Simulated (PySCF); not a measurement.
C₂H₆BF₂N, SMILES CNB(F)CF. Geometry: TPSSh-D3(BJ)/def2-SVP. This is a generated structure with no PubChem entry under its InChIKey; it may be hypothetical. Other conformers were not sampled.

Calculation: TPSSh-D3(BJ)/def2-SVP (PySCF).

Harmonic wavenumbers (cm⁻¹): 106, 144, 153, 166, 242, 408, 466, 556, 677, 755, 889, 1042, 1083, 1113, 1147, 1222, 1234, 1340, 1412, 1462, 1468, 1492, 1495, 1592, 3017, 3019, 3063, 3081, 3147, 3577. Rotational constants (GHz): 5.035, 2.387, 1.653; symmetry number 1.

Task: Work out the zero-point energy and the ideal-gas rigid-rotor harmonic-oscillator thermochemistry at 298.15 K and 1 atm.

Result: ZPE = ½ Σ hcν = ½ × 40570 cm⁻¹ = 58.00 kcal/mol. H − E(el) = 63.07 kcal/mol. Entropy in cal/(mol K): translation 39.50, rotation 27.18, vibration 16.36, total 83.04. G − E(el) = 38.31 kcal/mol. Cp = 25.50 cal/(mol K). Modes under 150 cm⁻¹ make the vibrational entropy uncertain.
